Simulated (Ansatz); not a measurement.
Basis-set extrapolation for `F[SiH2]N[Si](F)(Cl)Cl` (PBE0-D4/def2-TZVP geometry, frozen core, Ansatz 0.2.0). Multiplicity 1, RHF reference.

```
                       def2-TZVPP    def2-QZVPP
                 HF  -1752.432106  -1752.488982
    MP2 correlation     -1.311704     -1.434857
CCSD(T) correlation     -1.410782       not run
```

Energies in hartree. Use E(X) = E(∞) + A·exp(−7.88·√X) for Hartree–Fock and E(X) = E(∞) + B·X^(−2.97) for correlation, with X = 3 and 4, and add CCSD(T) minus MP2 of the smaller set to the MP2 limit.

What is the CCSD(T) energy at the basis-set limit?

HF limit: -1752.488982 + (-0.056876) × 0.13774 = -1752.49682. MP2 limit: -1.434857 + (-0.123153) × 0.74074 = -1.52608. Higher-order term: -1.410782 − (-1.311704) = -0.09908. Total: -1754.12198 hartree, 175.1 kcal/mol below CCSD(T)/def2-TZVPP.
